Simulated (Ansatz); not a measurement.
This geometry of C3H8GeO2 (14 atoms, charge 0, multiplicity 1) is a first-order saddle point.

Theory: RKS PBE0/def2-SVP in Ansatz 0.2.0.

```xyz
14
Properties=species:S:1:pos:R:3
C -0.921 -1.246 0.465
C 0.038 -0.274 -0.225
O 0.609 -0.819 -1.396
C 1.093 0.424 0.684
O 1.005 1.803 0.354
Ge -0.470 1.594 -0.688
H -1.970 -0.915 0.432
H -0.884 -2.220 -0.047
H -0.665 -1.406 1.524
H 1.169 -1.563 -1.138
H 0.873 0.265 1.758
H 2.109 0.033 0.483
H -1.729 2.215 -0.044
H -0.269 2.080 -2.133
```

(1) Which two structures does it join? (They come from a converged band through this point; their orientation in space is the band's.)

(2) How far does it lie above each of them?

Results:

(1) No bond is made or broken. The dihedral H7–C1–C2–Ge6 goes from 76 to -45°. The two ends are copies of one structure, up to a mirror image or an exchange of like atoms.

Image 0:

```xyz
14
Properties=species:S:1:pos:R:3
C -0.979 -1.123 0.402
C 0.023 -0.243 -0.320
O 0.352 -0.754 -1.583
C 1.239 0.184 0.557
O 1.026 1.568 0.812
Ge -0.369 1.708 -0.346
H -1.886 -1.266 -0.203
H -0.539 -2.120 0.597
H -1.271 -0.701 1.376
H 0.575 -1.688 -1.482
H 1.311 -0.375 1.510
H 2.170 0.015 -0.016
H -1.639 2.254 0.339
H -0.027 2.513 -1.614
```

Image 8:

```xyz
14
Properties=species:S:1:pos:R:3
C -0.875 -1.182 0.460
C 0.111 -0.287 -0.262
O 0.717 -0.941 -1.344
C 1.091 0.470 0.686
O 0.647 1.822 0.647
Ge -0.528 1.544 -0.712
H -1.384 -0.655 1.282
H -1.638 -1.568 -0.232
H -0.349 -2.049 0.904
H 1.036 -1.799 -1.035
H 1.077 0.091 1.725
H 2.120 0.368 0.292
H -1.960 1.980 -0.338
H -0.078 2.177 -2.043
```

(2) 17.5 kJ/mol above the first and 17.5 kJ/mol above the second. This is the barrier of this one path; another mechanism may lie lower.

The run took 11 min on 2 threads of Arm Neoverse V1, on a shared host, peak memory 0.45 GiB.
